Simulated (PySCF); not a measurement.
2-fluorobut-1-ene (C₄H₇F), SMILES CCC(=C)F.

Geometry optimised at PBE-D3(BJ)/def2-SVP. The values are those of a single conformer.

All values below come from PBE-D3(BJ)/def2-SVP in PySCF.

Frequencies are harmonic and unscaled.

| mode | ν (cm⁻¹) | IR (km/mol) | moving atoms (share of kinetic energy) |
|---|---|---|---|
| 1 | 92 | 0.3 | C 47 %, H 37 %, F 16 % |
| 2 | 224 | 0.4 | H 87 % |
| 3 | 233 | 0.5 | C 51 %, H 30 %, F 19 % |
| 4 | 395 | 0.7 | H 46 %, C 41 %, F 14 % |
| 5 | 460 | 4.4 | C 39 %, H 31 %, F 30 % |
| 6 | 604 | 2.4 | C 66 %, H 30 % |
| 7 | 722 | 0.1 | H 87 %, C 9 % |
| 8 | 769 | 0.3 | H 80 %, C 16 % |
| 9 | 800 | 9.5 | C 52 %, H 39 %, F 9 % |
| 10 | 817 | 51.3 | H 69 %, C 31 % |
| 11 | 917 | 30.9 | H 45 %, C 28 %, F 27 % |
| 12 | 979 | 11.0 | H 58 %, C 39 % |
| 13 | 1048 | 9.0 | H 52 %, C 45 % |
| 14 | 1056 | 1.5 | C 52 %, H 48 % |
| 15 | 1216 | 18.2 | H 70 %, C 28 % |
| 16 | 1251 | 27.3 | H 60 %, C 37 % |
| 17 | 1308 | 35.2 | C 51 %, H 45 % |
| 18 | 1342 | 4.3 | H 77 %, C 22 % |
| 19 | 1349 | 2.1 | H 80 %, C 20 % |
| 20 | 1395 | 5.8 | H 91 %, C 9 % |
| 21 | 1417 | 8.0 | H 97 % |
| 22 | 1434 | 9.9 | H 93 % |
| 23 | 1702 | 97.7 | C 93 % |
| 24 | 2965 | 13.9 | H 94 % |
| 25 | 2980 | 22.9 | H 97 % |
| 26 | 3040 | 6.5 | H 91 %, C 9 % |
| 27 | 3071 | 18.4 | H 90 %, C 10 % |
| 28 | 3079 | 13.9 | H 91 %, C 9 % |
| 29 | 3109 | 0.4 | H 94 % |
| 30 | 3215 | 1.0 | H 89 %, C 11 % |
